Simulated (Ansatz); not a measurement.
Two isomers of BH6NOSi: A = `NBO[SiH3]`, B = `OBN[SiH3]`.

Program: Ansatz. Geometries: PBE0-D4/def2-TZVP. ΔE: electronic, gas phase. CBS: MP2 limit from def2 TZ/QZ plus the TZ coupled-cluster correction, frozen cores. DFT in def2-TZVPP. B3LYP here is the variant with VWN-RPA as its local correlation; programs differ in this. Each species was taken in one conformer, which may not be the lowest.

Q: Which isomer does CCSD(T)/CBS put lower? Give the gap. (Best estimate.)

A: Ansatz gave: A, by 42.7 kJ/mol.

Q: Give E(B) − E(A) in kJ/mol with CCSD(T)/def2-TZVPP, PBE0-D4, B3LYP, ωB97M-V, CCSD(T)/def2-SVP, B3LYP-D4, MP2/def2-TZVPP. (An estimate is asked.)

A: Computed: CCSD(T)/def2-TZVPP 42.7, PBE0-D4 40.5, B3LYP 48.1, ωB97M-V 42.8, CCSD(T)/def2-SVP 36.2, B3LYP-D4 45.6, MP2/def2-TZVPP 42.7. None reverses the order clearly.

Q: Does the order hold for the free energy at 298.15 K (harmonic terms from PBE0-D4)? (Best estimate.)

A: The calculation gave: Yes: G(B) − G(A) = +44.8 kJ/mol, for one conformer each. Modes under 60 cm⁻¹, often nearly free rotors, make the harmonic entropy too high.

Largest T1 diagnostic: 0.012.

At CCSD(T), def2-SVP lies −6.5 kJ/mol from the extrapolated value and def2-TZVPP +0.0 kJ/mol. Leaving LDA and LC-ωPBE aside and taking each functional with its dispersion term where it has one, the values, not all of them listed here, spread over 11.7 kJ/mol, from revPBE-D4 to BHLYP-D4.
